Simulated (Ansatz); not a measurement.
Ansatz (a program for electronic structure) input:

Ansatz 0.2 input:
```yaml
crystal:
  periodic: [false, false, false]
  atoms:
    - {symbol: Cr, position_ang: [-0.00000000, -0.00000000, -1.40493801]}
    - {symbol: Br, position_ang: [0.00000000, 0.00000000, 0.96338606]}
basis:
  gaussian:
    orbitals: def2-TZVPD
hamiltonian:
  xc: {name: B3LYP}
magnetization: {spin_polarized: true, initial_magnetization: 5}
output: {forces: true}
```

Predict the final energy.

-3618.71361 Eh (B3LYP/def2-TZVPD). The basis has 105 functions.

The spin state was set by rule; other spins were not relaxed.
